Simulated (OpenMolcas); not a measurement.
OpenMolcas run: Nd⁴⁺

Input:

```
&GATEWAY
Coord
1

Nd 0.0 0.0 0.0
Basis=ANO-RCC-VDZ
Group=XYZ
NoMove
AngMom=0.0 0.0 0.0
AMFI
&SEWARD
Relativistic=R03O02
&RASSCF
FileOrb=start.orb
Symmetry=1
Spin=3
nActEl=2 0 0
Inactive=15 12
Ras2=0 7
CIRoot=21 21 1
SDav=21
CIMx=300
Iter=120 100
PrWF=0.3
OrbListing=Nothing
MaxOrb=0
Atom
>>> COPY $Project.JobIph JOB001
&RASSCF
FileOrb=start.orb
Symmetry=1
Spin=1
nActEl=2 0 0
Inactive=15 12
Ras2=0 7
CIRoot=28 28 1
SDav=28
CIMx=300
Iter=120 100
PrWF=0.3
OrbListing=Nothing
MaxOrb=0
Atom
CIOnly
>>> COPY $Project.JobIph JOB002
&RASSI
NrOfJobIphs=2 21 27
1 2 3 4 5 6 7 8 9 10 11 12 13 14 15 16 17 18 19 20 21
1 2 3 4 5 6 7 8 9 10 11 12 13 14 15 16 17 18 19 20 21 22 23 24 25 26 27
IphNames
JOB001
JOB002
EJob
SpinOrbit
DIPRint=1.0
SOCoupling=1000.0
Subsets=2
MEES
Property=10
'ANGMOM' 1 'ANGMOM' 2 'ANGMOM' 3 'MLTPL  1' 1 'MLTPL  1' 2 'MLTPL  1' 3
'AMFI' 1 'AMFI' 2 'AMFI' 3 'MLTPL  2' 6
SOProperty=3
'ANGMOM' 1 'ANGMOM' 2 'ANGMOM' 3
```

Launched by
```bash
OMP_NUM_THREADS=1 MOLCAS_MEM=2252 MOLCAS_PROJECT=a pymolcas a.inp > a.log  # once for each step of the input, in one work folder
```

A driver script runs the steps one by one and writes start.orb anew before each from the orbitals found so far, so a CI-only block uses the converged orbitals of the first block.

Output, cut to the results:

```
--- SEWARD ---
Basis set label: ND.ANO-RCC...7S6P4D2F.

      Electronic valence basis set:
      ------------------
      Associated Effective Charge  60.000000 au
      Associated Actual Charge     60.000000 au
      Nuclear Model: Point charge

      Shell  nPrim  nBasis  Cartesian Spherical Contaminant
         s      25       7        X
         p      22       6        X
         d      15       4                 X
         f      11       2                 X
Relativistic=R03O02
                  Relativistic Douglas-Kroll-Hess integrals:
                    - DKH order of Hamiltonian: 3
                    - DKH order of Properties : 2
--- RASSCF ---
Wave function specifications:
      -----------------------------

      Number of closed shell electrons          54
      Number of electrons in active shells       2
      Max number of holes in RAS1 space          0
      Max nr of electrons in RAS3 space          0
      Number of inactive orbitals               27
      Number of active orbitals                  7
      Number of secondary orbitals              25
      Spin quantum number                      1.0
      State symmetry                             1
Orbital specifications:
      -----------------------

      Symmetry species                           1   2
                                                ag  au
      Frozen orbitals                            0   0
      Inactive orbitals                         15  12
      Active orbitals                            0   7
      RAS1 orbitals                              0   0
      RAS2 orbitals                              0   7
      RAS3 orbitals                              0   0
      Secondary orbitals                        12  13
      Deleted orbitals                           0   0
      Number of basis functions                 27  32
      Number of CSFs                            21
      Number of root(s) required                21
      Iter CI   SX   CI       RASSCF       Energy    max ROT     max BLB   max BLB  Level Ln srch  Step   QN
          iter iter root      energy       change     param      element    value   shift minimum  type update
 Nr of preliminary CI iterations:   1
      Total energies have been shifted. Add                -9000.00 au
        1   1    7    0  -617.16785930    0.00E+00  -1.68E-01*  10  23 2 -4.42E-01*  0.00   0.00    SX    NO
        2   1    6    0  -617.53467442   -3.67E-01*  5.72E-02   10  23 1  9.04E-02*  0.00   0.00    SX    NO
        3   1    6    0  -617.54715027   -1.25E-02* -2.56E-02   10  23 2 -1.87E-02*  0.00   0.00    SX    NO
        4   1    6    0  -617.54863745   -1.49E-03*  1.15E-02   13  26 1  1.03E-02*  0.00   0.00    SX    NO
        5   1    6    0  -617.54890255   -2.65E-04* -3.56E-03   12  25 1 -4.30E-03*  0.00   0.69    QN   YES
        6   1    4    0  -617.54897376   -7.12E-05* -1.01E-04   10  23 2 -8.17E-05   0.00   1.03    QN   YES
        7   1    3    0  -617.54897381   -5.10E-08* -1.41E-06   15  16 1  5.30E-06   0.00   1.00    QN   YES
        8   1    3    0  -617.54897381   -8.00E-11  -1.85E-07   15  16 1  6.57E-07   0.00   1.04    QN   YES
      Convergence after  8 iterations
        9   1    3    0  -617.54897381    1.64E-11  -1.85E-07   15  17 1 -4.19E-09   0.00   1.04    QN   YES
      Natural orbitals and occupation numbers for root  1
      sym 2:   0.000000   0.552003   0.441877   0.006120   0.552003   0.006120   0.441877
      Natural orbitals and occupation numbers for root  2
      sym 2:  -0.000000   0.412434   0.574212   0.013354   0.013354   0.574212   0.412434
      Natural orbitals and occupation numbers for root  3
      sym 2:   0.627194   0.627194   0.050139   0.050139   0.322667   0.000000   0.322667
::    RASSCF root number  1 Total energy:  -9617.57978063
::    RASSCF root number  2 Total energy:  -9617.57978063
::    RASSCF root number  3 Total energy:  -9617.57978063
::    RASSCF root number  4 Total energy:  -9617.57978063
::    RASSCF root number  5 Total energy:  -9617.57978063
::    RASSCF root number  6 Total energy:  -9617.57978063
::    RASSCF root number  7 Total energy:  -9617.57978063
::    RASSCF root number  8 Total energy:  -9617.57978063
::    RASSCF root number  9 Total energy:  -9617.57978063
::    RASSCF root number 10 Total energy:  -9617.57978063
::    RASSCF root number 11 Total energy:  -9617.57978063
::    RASSCF root number 12 Total energy:  -9617.54897381
::    RASSCF root number 13 Total energy:  -9617.54897381
...
--- RASSI ---
SPIN-FREE ENERGIES:
  (Shifted by EMIN (a.u.) =      -9617.5797806350)

 SF State       Relative EMIN(au)   Rel lowest level(eV)    D:o, cm**(-1)      L_eff

     1             0.0000000000        0.0000000000              0.0000         5.0
     2             0.0000000000        0.0000000000              0.0000         5.0
     3             0.0000000000        0.0000000000              0.0000         5.0
     4             0.0000000000        0.0000000000              0.0000         5.0
     5             0.0000000000        0.0000000000              0.0000         5.0
     6             0.0000000000        0.0000000000              0.0000         5.0
     7             0.0000000000        0.0000000000              0.0000         5.0
     8             0.0000000000        0.0000000000              0.0000         5.0
     9             0.0000000000        0.0000000000              0.0000         5.0
    10             0.0000000000        0.0000000000              0.0000         5.0
    11             0.0000000000        0.0000000000              0.0000         5.0
    12             0.0308068205        0.8382962929           6761.3156         3.0
    13             0.0308068205        0.8382962929           6761.3156         3.0
    14             0.0308068205        0.8382962929           6761.3156         3.0
    15             0.0308068205        0.8382962929           6761.3156         3.0
    16             0.0308068205        0.8382962929           6761.3156         3.0
    17             0.0308068205        0.8382962929           6761.3156         3.0
    18             0.0308068205        0.8382962929           6761.3156         3.0
    22             0.0354647439        0.9650448452           7783.6116         4.0
    23             0.0354647439        0.9650448452           7783.6116         4.0
    24             0.0354647439        0.9650448452           7783.6116         4.0
...
```

Levels above the lowest, from the spin-orbit matrix, grouped by J:

```csv
Configuration,Term,J,E (cm-1),Measured (cm-1),g,Term weight %,Second
4f2,3H,4,0.0,0.0,0.806,97,3 1G
4f2,3H,5,2987,2834,1.033,100,
4f2,3H,6,6098,5743,1.167,100,
4f2,3F,2,7814,5894,0.672,98,
4f2,3F,3,9748,7785,1.084,100,
4f2,1G,4,9752,,1.113,51,47 3F
4f2,3F,4,13753,,1.131,53,46 1G
4f2,1D,2,27170,20551,1.027,92,7 3P
4f2,1I,6,32545,26088,1.000,100,
4f2,3P,0,34010,25051,,100,
4f2,3P,1,34539,25893,1.501,100,
4f2,3P,2,36188,27479,1.468,93,6 1D
```

Against the 9 measured excited levels shown (the list in Carvajal Gallego et al., Mon. Not. R. Astron. Soc. 518, 332 (2023)) the mean absolute deviation is 4900 cm-1; the largest miss in energy is 4f2 3P0: computed 34010, measured 25051 cm-1 (+35.8 %).

Without dynamic correlation excited terms often stand tens of per cent too high (terms of higher spin than the ground term too low), and those without a measured partner can miss by more than the paired ones. Some levels mix across a computed gap that differs much from the measured one, so their mixing is not that of the real levels. Terms from blocks run as CI alone lack orbitals of their own. The basis is small and was not contracted for so high a charge. Measured partners are found by configuration, term and J. A level has none where our copy of the source lacks it or the pairing is in doubt (some pairs that miss far off the trend of their configuration count as doubtful), and it then counts in no deviation. Only configurations of the active space appear. The first state left out of the spin-orbit step lies near 71000 cm-1 above the lowest spin-free state of the reference (among the parities and spins computed), and the list stops at four fifths of that energy or lower.

The RASSCF and RASSI steps took 9 s on 1 thread of Arm Neoverse V1 (shared host); the integral step is not counted.

The term weight is that of the spin-free term in the level, not the purity of its configuration.
